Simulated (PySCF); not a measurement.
C₃H₇NOSi, SMILES [SiH2](NCC#C)O. Geometry optimised at PBE-D3(BJ)/def2-SVP. This is a generated structure with no PubChem entry under its InChIKey; it may be hypothetical. The values are those of a single conformer.

Computed equilibrium geometry at PBE-D3(BJ)/def2-SVP (PySCF confirms it by a frequency run) as bond lengths and angles (one conformer of several):
Atoms: C1 C2 C3 N4 Si5 O6 H7 H8 H9 H10 H11 H12 H13. Bond lengths (Å): C1–C2 1.225, C1–H7 1.081, C2–C3 1.475, C3–N4 1.461, C3–H8 1.114, C3–H9 1.113, N4–Si5 1.755, N4–H10 1.026, Si5–O6 1.683, Si5–H11 1.495, Si5–H12 1.506, O6–H13 0.976. Angles (°): C2–C1–H7 178.6, C1–C2–C3 176.8, C2–C3–N4 114.7, C2–C3–H8 108.4, C2–C3–H9 109.1, N4–C3–H8 108.6, N4–C3–H9 110.4, H8–C3–H9 105.2, C3–N4–Si5 120.0, C3–N4–H10 111.9, Si5–N4–H10 115.7, N4–Si5–O6 115.4, N4–Si5–H11 108.2, N4–Si5–H12 103.9, O6–Si5–H11 104.9, O6–Si5–H12 111.7, H11–Si5–H12 112.9, Si5–O6–H13 112.7.
Charge 0, spin multiplicity 1.
